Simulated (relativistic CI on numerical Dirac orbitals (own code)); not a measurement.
Mn³⁺ in a cubic cluster: 3s photoemission with charge transfer

Computed with a charge-transfer multiplet model of a cubic metal-ligand cluster with up to 2 ligand holes, Slater and spin-orbit integrals from Dirac-Coulomb-Breit ions, Slater integrals scaled by 0.7. The ground state mixes d4 with configurations of k ligand holes L, whose averages lie at kΔ + k(k − 1)U_dd/2; a core hole lowers each added d electron by U_cd. 20 K, Lorentzian 1.4 eV and Gaussian 0.8 eV FWHM.

Atomic integrals in eV (Slater integrals scaled, ζ unscaled), ground: F2dd 7.948, F4dd 4.972, zeta_d 0.043; with the core hole: F2dd 8.679, F4dd 5.462, zeta_d 0.051, G2cd 8.644.

Cluster parameters (eV): Δ = 4.2, U_dd = 7, U_cd = 8.1, 10Dq = 1.2, 10Dq(ligand) = 0.7, final-state hopping factor = 0.9.

Weights, n_d and S are thermal averages at 20 K. Binding energies count from the first peak over 30 % of the highest in each spectrum, which can be another peak from case to case. The parameters are a model scan and need not match a compound or its usual spin state. Peaks in eV (height, largest 100): 0.0 (100), 5.1 (26), 9.5 (79), 18.7 (21).

Question: Which parameters give this spectrum?
A. V(eg) = 2.15 eV, V(t2g) = -0.98 eV
B. V(eg) = 2.75 eV, V(t2g) = -1.25 eV
C. V(eg) = 1.85 eV, V(t2g) = -0.84 eV

Answer: B. V(eg) = 2.75 eV, V(t2g) = -1.25 eV; the ground state then has 4.46 d electrons and S = 1.98. The choice follows from running the model for each set and comparing peak positions and heights. Without intra-shell correlation the exchange splitting of the 3s hole comes out too large.
